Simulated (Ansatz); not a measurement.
One geometry of Cd₂Se, several levels of theory.

```yaml
crystal:
  periodic: [false, false, false]
  atoms:
    - {symbol: Cd, position_ang: [-2.006844, 0.533825, -1.697785]}
    - {symbol: Cd, position_ang: [2.006841, -0.533858, 1.697777]}
    - {symbol: Se, position_ang: [0.000003, 0.000042, 0.000008]}
basis:
  gaussian: {orbitals: STO-3G}
magnetization: {spin_polarized: true, initial_magnetization: 4}
hamiltonian: {xc: hf}
scf: {omitted_lower_state_checks: [starts]}
output: {orbitals: {seedname: orbitals}}
```

The file start.molden holds the orbitals of an earlier run on this structure, at another level or in another basis.

```sh
$ ansatz run in.yaml --threads 4 --pin off --events-out ev --progress --plain --max-ram 3916MiB
```

It prints (some lines left out):

```
Functional definition: HF
891 factors; integrals over basis functions are off by at most 4.3e-4 eV
mean field evaluation 1: about -359094.6875 eV, gradient 6.3e0 eV
mean field evaluation 2: about -359094.7195 eV, gradient 6.3e0 eV
mean field evaluation 4: about -359096.1261 eV, gradient 5.8e-1 eV
mean field evaluation 8: about -359096.1317 eV, gradient 5.2e-2 eV
mean field evaluation 16: about -359096.4267 eV, gradient 1.3e-1 eV
mean field evaluation 32: about -359096.4212 eV, gradient 2.1e-6 eV
mean field -359096.42116008 eV, -13196.5500733364 hartree, gradient 2.1e-6 eV, S^2 6.013394; 0 other end points of the search recorded, 0 dependent functions left out
reference -359096.42116008 eV, -13196.5500733364 hartree; 67, 63 occupied and 5, 9 virtual orbitals, 891 factors
Total energy: -359096.42116008 eV, -13196.5500733364 hartree
Checks for a lower state left out: starts
```

Run time 6 s (4 threads of Arm Neoverse V2 on a shared host), peak host memory 0.6 GiB.

As the first input, with `gaussian: {orbitals: def2-TZVP, initial_orbitals: start.molden}`, `hamiltonian: {xc: {name: r2SCAN0}, dispersion: d4}` (abridged; 56 s):

```
Functional definition: r2SCAN0
mean field evaluation 16: about -74477.1157 eV, gradient 8.3e-4 eV
mean field evaluation 32: about -74477.1157 eV, gradient 1.2e-5 eV
mean field -74477.11568122 eV, -2736.9835188827 hartree, gradient 1.9e-6 eV, S^2 6.009881
Total energy: -74477.14988484 eV, -2736.9847758427 hartree
Checks for a lower state left out: starts
```

The first input with `gaussian: {orbitals: def2-TZVP, initial_orbitals: start.molden}`, `hamiltonian: {xc: {name: wB97X-V}}` (abridged; 2.2 min):

```
Functional definition: wB97X-V
mean field evaluation 16: about -74468.0491 eV, gradient 7.0e-5 eV
mean field -74468.04912944 eV, -2736.6503292502 hartree, gradient 1.8e-7 eV, S^2 6.007463
Total energy: -74468.04913137 eV, -2736.6503293212 hartree
Checks for a lower state left out: starts
```

As the first input, with `gaussian: {orbitals: def2-TZVP, initial_orbitals: start.molden}`, `hamiltonian: {xc: {name: CAM-B3LYP}, dispersion: d4}` (abridged; 24 s):

```
Functional definition: CAM-B3LYP
mean field -74477.63929855 eV, -2737.0027614647 hartree, gradient 2.4e-6 eV, S^2 6.004852
Total energy: -74477.75588432 eV, -2737.0070459125 hartree
Checks for a lower state left out: starts
```

The first input with `gaussian: {orbitals: def2-TZVP, initial_orbitals: start.molden}`, `hamiltonian: {xc: pbe}`, `correlation: {method: rpa}` and without the key `output` (abridged; 32 s):

```
Functional definition: PBE
mean field evaluation 16: about -74466.7712 eV, gradient 6.8e-4 eV
mean field evaluation 32: about -74466.7712 eV, gradient 1.3e-8 eV
mean field -74466.77122476 eV, -2736.6033671196 hartree, gradient 1.3e-8 eV, S^2 6.004553
9 core orbitals not correlated: weight in the atoms' cores, before any rotation towards them, 1.000 or more for the frozen orbitals, at most 0.000 for the correlated occupied ones
Total energy: -74425.17656268 eV, -2735.0747914818 hartree
Checks for a lower state left out: starts
```

First input, but with `gaussian: {orbitals: def2-TZVP, initial_orbitals: start.molden}`, `hamiltonian: {xc: r2scan, dispersion: d4}` (abridged; 41 s):

```
Functional definition: r2SCAN
mean field evaluation 16: about -74479.2670 eV, gradient 3.2e-5 eV
mean field -74479.26704940 eV, -2737.0625802051 hartree, gradient 4.4e-6 eV, S^2 6.009828
Total energy: -74479.29271944 eV, -2737.0635235615 hartree
Checks for a lower state left out: starts
```

As the first input, with `gaussian: {orbitals: def2-TZVP, initial_orbitals: start.molden}`, `hamiltonian: {xc: pbe, dispersion: d4}` (abridged; 7.5 s):

```
Functional definition: PBE
mean field evaluation 16: about -74466.7712 eV, gradient 3.3e-6 eV
mean field -74466.77122879 eV, -2736.6033672675 hartree, gradient 3.3e-6 eV, S^2 6.004553
Total energy: -74466.89515520 eV, -2736.6079214792 hartree
Checks for a lower state left out: starts
```

Geometry: PBE-D4/def2-TZVP.

In the def2 sets Cd takes a core potential, while STO-3G treats all electrons; there is no spin–orbit coupling. Correlated methods freeze 9 core orbitals; core or outer-core shells of Cd, Se are correlated, in sets that lack core-valence functions. At HF/STO-3G the highest occupied level of the charge 0 quintet lies above zero (up to 2.39 eV). In Hartree–Fock with STO-3G the lack of diffuse functions raises the level. At PBE0-D4/def2-TZVP a triplet of charge 0 lies 4.35 eV below the quintet, each at its own geometry. The structure comes from a short search, and lower isomers may exist.
